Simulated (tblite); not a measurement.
C5H7N2 (doublet state).
Z-matrix (Å and degrees, GFN2-xTB geometry), rows numbered from 1:
```
C 
C   1  1.2969
C   2  1.4828  1  125.82
N   3  1.2560  2  120.75  1    -4.39
C   3  1.5245  2  113.98  1   174.64
N   5  1.4259  3  110.86  2    40.17
C   6  1.2511  5  120.84  3   121.42
H   1  1.0653  2  137.70  3    -0.33
H   2  1.0843  1  121.75  3  -179.39
H   4  1.0168  3  116.32  2   179.97
H   5  1.0971  3  106.55  2   -76.37
H   5  1.1049  3  109.52  2   165.96
H   7  1.0963  6  124.45  5     1.69
H   7  1.0796  6  118.35  5  -178.79
```

All values are computed: GFN2-xTB (tblite) harmonic vibrations without scaling, gas phase. Errors from tens to a few hundred cm⁻¹ against measured bands are possible. One conformer, not necessarily the lowest. Open shells enter through the occupations alone, without spin polarisation, and single modes of such species can be off by tens of per cent.

Harmonic wavenumbers (cm⁻¹): 43.2, 62.9, 105.5, 195.9, 288.4, 387.7, 423.8, 466.1, 528.4, 644.6, 684.4, 756.4, 806.6, 867.1, 920.6, 958.3, 978.3, 1015.8, 1043.2, 1122.3, 1174.8, 1202.9, 1244.0, 1301.4, 1418.7, 1430.6, 1661.4, 1722.7, 1751.1, 2813.1, 2870.1, 2917.6, 3010.7, 3082.1, 3192.3, 3338.1.

A = 5193, B = 1751, C = 1419 MHz; mass 95.061 u (most abundant isotopes); point group C1, symmetry number 1; spin multiplicity 2.

Q: Zero-point energy?

A: Half the sum of the wavenumbers: 23216 cm⁻¹ = 66.38 kcal/mol.

Q: What is S at 400 K and 1 bar for an ideal gas of classical rigid rotors and harmonic oscillators?

A: Translation 41.05, rotation 28.49, vibration 29.24, spin (R ln 2) 1.38: S = 100.2 cal/(mol K).

Q: And Cp and H(400 K) − H(0)?

A: Cp = 37.09 cal/(mol K), of which vibrations give 29.14 (their classical limit is 36 R = 71.5); H(400 K) − H(0) = 9.07 kcal/mol without the zero-point energy, 5.89 from vibrations.

Q: What must be added to the electronic energy to get the Gibbs energy at 400 K and 1 bar?

A: ZPE + [H(400 K) − H(0)] − T·S = 66.38 + 9.07 − 40.06 = 35.39 kcal/mol.

Q: Which modes carry the vibrational entropy at 400 K?

A: 43.2 cm⁻¹: 5.69; 62.9 cm⁻¹: 4.94; 105.5 cm⁻¹: 3.92; 195.9 cm⁻¹: 2.72; 288.4 cm⁻¹: 2.00; 387.7 cm⁻¹: 1.48 cal/(mol K); the other 30 give 8.48 together.

Q: How do the functions run with temperature in this model?

A: 
| T (K) | S (cal/(mol K)) | Cp (cal/(mol K)) | H − H(0) (kcal/mol) | G − H(0) (kcal/mol) | ln q(vib) |
| --- | --- | --- | --- | --- | --- |
| 150 | 74.1 | 18.8 | 2.06 | -9.06 | 2.62 |
| 250 | 85.4 | 26.2 | 4.31 | -17.05 | 4.52 |
| 298.15 | 90.4 | 29.8 | 5.65 | -21.29 | 5.41 |
| 600 | 117.4 | 48.0 | 17.65 | -52.79 | 10.97 |
| 900 | 139.0 | 58.3 | 33.73 | -91.37 | 16.16 |

q(vib) and H(0) count from the zero-point level.

Hindered rotation and anharmonicity are outside this model. Other conformers, if any are populated, would add a mixing term that is left out. The structure is chiral; the term R ln 2 for an equal mix with its mirror image is left out.
